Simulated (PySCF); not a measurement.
## Working out the electron affinity of I

I⁻ [Xe] (1S) → I [Kr] 4d10 5s2 5p5 (2P). All numbers are calculated (PySCF 2.14, scalar relativity through the core potential, in aug-cc-pwCVDZ-PP with ECP28MDF). Frozen: nothing. Energies in hartree (1 hartree = 27.21139 eV):

```csv
part,I⁻ (lower),I (upper)
UHF,-294.741866,-294.654106
MP2 opposite-spin,-0.361258,-0.342222
MP2 same-spin,-0.204909,-0.194353
```

Problem. What does Hartree-Fock give?

Solution. (-294.654106) − (-294.741866) = 0.087760 hartree = 2.388 eV.

Problem. What do MP2 and SCS-MP2 (6/5 opposite-spin, 1/3 same-spin) give?

Solution. The opposite-spin parts differ by 0.518 eV and the same-spin parts by 0.287 eV. MP2: 2.388 + (0.518) + (0.287) = 3.193 eV. SCS-MP2: 2.388 + 1.2 × (0.518) + (0.287)/3 = 3.105 eV.

Reference: 3.059 eV (measured; photodetachment measurements, as compiled on the Wikipedia data page of electron affinities), between the lowest levels; spin-orbit coupling is absent from the calculation.

A double-zeta basis recovers only part of the correlation energy.

What remains against the reference includes basis incompleteness and correlation beyond second order.
